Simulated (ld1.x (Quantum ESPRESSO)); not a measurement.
Co (Z = 27): excitation energies, all-electron against TM

```json
{"Element": "cobalt (Co)", "Generator": "ld1.x (Quantum ESPRESSO) 7.5", "Type": "norm-conserving Troullier–Martins (Kleinman–Bylander form)", "Functional": "PBE", "Relativity": "scalar-relativistic", "Frozen core": "[Ar]", "Valence charge": "9", "Reference configuration": "3d7 4s0 4p0 (charge +2)", "Partial waves": "4s (bound, empty): rc 1.65 bohr; 4p (bound, empty): rc 1.95 bohr; 3d (bound): rc 1.05 bohr", "Local potential": "the d channel", "Core correction": "a·sin(br)/r model core inside 0.60 bohr"}
```

Energies are relative to the spin-unpolarised reference configuration 3d7 4s0 4p0; without spin polarisation the order of configurations can differ from experiment. The frozen-core shift is the all-electron ΔE with the core orbitals held at their reference shape minus the fully relaxed ΔE.

```json
{"valence configuration": "3d7 4s2 4p0", "charge": "0", "ΔE all-electron (eV)": "-25.816", "error AE − PS (meV)": "-18", "frozen-core shift (meV)": "+4.5"}
{"valence configuration": "3d7 4s1 4p0", "charge": "+1", "ΔE all-electron (eV)": "-16.786", "error AE − PS (meV)": "-7.8", "frozen-core shift (meV)": "+1.0"}
{"valence configuration": "3d7 4s1 4p1", "charge": "0", "ΔE all-electron (eV)": "-21.465", "error AE − PS (meV)": "-11", "frozen-core shift (meV)": "+1.7"}
{"valence configuration": "3d7 4s0 4p1", "charge": "+1", "ΔE all-electron (eV)": "-11.417", "error AE − PS (meV)": "-3.8", "frozen-core shift (meV)": "-0.3"}
{"valence configuration": "3d7 4s1.5 4p0", "charge": "+0.5", "ΔE all-electron (eV)": "-22.213", "error AE − PS (meV)": "-13", "frozen-core shift (meV)": "+2.6"}
```

Problem. What are ΔE and the potential's error for 3d6 4s2 4p1?

Solution. ΔE = -16.156 eV all-electron; the error (AE − PS) is -410 meV.

Problem. What are ΔE and the potential's error for 3d6 4s0 4p0?

Solution. ΔE = 35.870 eV all-electron; the error (AE − PS) is -270 meV.

Levels in the configuration 3d7 4s1.5 4p0:

| level | all-electron (eV) | pseudo (eV) |
| --- | --- | --- |
| 3d | -12.391 | -12.496 |
| 4s | -8.989 | -8.978 |

A variational frozen-core shift is positive and of second order in the change. This column holds negative values, so the frozen-core run of ld1.x carries numerical noise or an error of first order here, and the column gives no more than the rough size of the effect.

Note: ghost states, extra bound levels that the all-electron valence spectrum of the same l lacks: s at -348.1 eV, p at -169.3 eV. A true bound ghost makes a file unfit for plane-wave use.
